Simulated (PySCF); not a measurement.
C2H12BGeNSi.
Atom-mapped SMILES: `[CH3:1][B:2]([CH3:3])[SiH2:4][NH:5][GeH3:6]` (hydrogens: H7, H8, H9 on C1; H10, H11, H12 on C3; H13, H14 on Si4; H15 on N5; H16, H17, H18 on Ge6)

Computed by this run: PBE0-D3(BJ)/def2-SVP geometry optimisation, gas phase (PySCF); density fitting, grid level 1; the optimiser is geomeTRIC in internal coordinates, started from a GFN2-xTB structure with every atom displaced at random (about 0.01 Å).

Step 14: E = -68804.0758 eV
```
atom  x, y, z in Å  |  force x, y, z in eV/Å
C1     -2.0054   -0.7665   -1.7029    0.002  -0.002   0.032
B2     -1.4270   -0.3329   -0.3158   -0.004   0.020   0.028
C3     -1.7297    1.0951    0.2596    0.046  -0.009  -0.014
Si4    -0.3181   -1.6121    0.8197    0.018  -0.015  -0.011
N5      1.1200   -0.8086    1.4088   -0.040   0.023   0.004
Ge6     2.0545    0.5014    0.5343    0.020   0.002   0.003
H7     -2.9193   -0.2302   -2.0038   -0.004   0.006  -0.014
H8     -2.1317   -1.8493   -1.8493   -0.008  -0.001  -0.007
H9     -1.2151   -0.4539   -2.4183    0.004  -0.013  -0.001
H10    -1.0108    1.4726    1.0023   -0.008   0.007  -0.004
H11    -1.9032    1.8584   -0.5162   -0.016   0.010   0.004
H12    -2.6933    0.9801    0.7968   -0.015  -0.019  -0.007
H13    -1.1472   -2.0294    2.0068    0.004   0.007  -0.003
H14    -0.0010   -2.8982    0.1016   -0.002   0.003  -0.008
H15     1.5699   -1.1915    2.2347    0.006  -0.010  -0.009
H16     3.5032    0.0539    0.2402   -0.010   0.008   0.002
H17     2.0948    1.8097    1.3546    0.004  -0.008  -0.007
H18     1.3077    0.7475   -0.7921    0.002  -0.009   0.011
```

Step 15: E = -68804.0774 eV
```
atom  x, y, z in Å  |  force x, y, z in eV/Å
C1     -2.0272   -0.7704   -1.6912    0.025  -0.020   0.018
B2     -1.4248   -0.3275   -0.3174   -0.041   0.017   0.035
C3     -1.7224    1.1026    0.2550    0.086   0.013  -0.040
Si4    -0.3068   -1.6113    0.8015    0.013  -0.026  -0.011
N5      1.1166   -0.8035    1.4185   -0.022   0.020  -0.002
Ge6     2.0575    0.5060    0.5490    0.016   0.008  -0.005
H7     -2.9255   -0.2136   -2.0007   -0.007   0.004  -0.013
H8     -2.1873   -1.8528   -1.8091   -0.011   0.006  -0.011
H9     -1.2297   -0.5067   -2.4186   -0.004  -0.007   0.004
H10    -0.9981    1.4836    0.9905   -0.014   0.004   0.004
H11    -1.8943    1.8608   -0.5268   -0.021   0.005   0.015
H12    -2.6852    0.9962    0.7945   -0.021  -0.024  -0.002
H13    -1.1416   -2.0616    1.9723    0.005   0.007  -0.001
H14     0.0284   -2.8800    0.0597   -0.001   0.009  -0.003
H15     1.5694   -1.1995    2.2366    0.000  -0.007  -0.007
H16     3.5146    0.0670    0.2846   -0.013   0.006   0.006
H17     2.0722    1.8233    1.3556    0.005  -0.009  -0.004
H18     1.3321    0.7335   -0.7932    0.005  -0.006   0.017
```

Step 16: E = -68804.0792 eV
```
atom  x, y, z in Å  |  force x, y, z in eV/Å
C1     -2.0652   -0.7829   -1.6735    0.029  -0.005   0.001
B2     -1.4258   -0.3203   -0.3228   -0.040  -0.006   0.037
C3     -1.7042    1.1152    0.2439    0.070   0.025  -0.074
Si4    -0.2924   -1.6090    0.7712    0.003  -0.025  -0.001
N5      1.1118   -0.7975    1.4244    0.005   0.008  -0.001
Ge6     2.0656    0.5168    0.5749    0.004   0.007  -0.012
H7     -2.9443   -0.2027   -1.9945   -0.008   0.001  -0.009
H8     -2.2701   -1.8620   -1.7496   -0.009   0.011  -0.001
H9     -1.2654   -0.5857   -2.4192   -0.010   0.001   0.006
H10    -0.9724    1.4993    0.9700   -0.014  -0.007   0.008
H11    -1.8793    1.8682   -0.5427   -0.018   0.002   0.019
H12    -2.6653    1.0174    0.7882   -0.015  -0.018   0.007
H13    -1.1308   -2.1015    1.9220    0.003   0.002   0.001
H14     0.0648   -2.8528   -0.0026    0.002   0.008   0.001
H15     1.5659   -1.2144    2.2314   -0.004   0.000  -0.003
H16     3.5342    0.0907    0.3604   -0.011   0.001   0.006
H17     2.0418    1.8407    1.3699    0.004  -0.007   0.001
H18     1.3793    0.7268   -0.7906    0.007   0.001   0.015
```

**Question.** Estimate the geometry and energy of step 17. (The exact step hangs on the optimiser's Hessian estimate; all steps are aligned on step 16, rigid shifts and turns removed.)

**Answer.** E = -68804.0804 eV, largest force 0.062 eV/Å
```
atom  x, y, z in Å  |  force x, y, z in eV/Å
C1     -2.1031   -0.7931   -1.6573    0.023  -0.018  -0.018
B2     -1.4283   -0.3184   -0.3281   -0.033   0.001   0.011
C3     -1.6897    1.1247    0.2238    0.039   0.024  -0.041
Si4    -0.2792   -1.6086    0.7469   -0.007  -0.003   0.008
N5      1.1128   -0.7957    1.4240    0.015  -0.006  -0.002
Ge6     2.0789    0.5270    0.6013   -0.008   0.005  -0.009
H7     -2.9708   -0.1972   -1.9812   -0.002   0.000   0.004
H8     -2.3407   -1.8674   -1.7024   -0.005   0.004  -0.001
H9     -1.3097   -0.6420   -2.4201   -0.008   0.003   0.003
H10    -0.9532    1.5147    0.9412   -0.007  -0.003   0.010
H11    -1.8742    1.8710   -0.5669   -0.007  -0.005   0.011
H12    -2.6482    1.0305    0.7750   -0.002  -0.008   0.012
H13    -1.1157   -2.1305    1.8859    0.001  -0.004  -0.001
H14     0.0932   -2.8335   -0.0491    0.002   0.005  -0.001
H15     1.5657   -1.2299    2.2227   -0.005   0.005   0.002
H16     3.5552    0.1100    0.4309   -0.003  -0.003   0.003
H17     2.0248    1.8496    1.3965    0.002  -0.002   0.004
H18     1.4304    0.7349   -0.7821    0.005   0.004   0.006
```

The energy changes by -0.0012 eV. The first-order estimate −F·Δx gives -0.0015 eV and the mean of the old and new forces, exact on a quadratic surface, -0.0010 eV. The step makes an angle of 87° with the force vector and moves no atom by more than 0.085 Å.

What follows is the cost of the whole optimisation. Time: 4.4 min of wall time; peak memory 0.70 GiB. Hardware: an Arm Neoverse V2 with one thread, on a shared host.
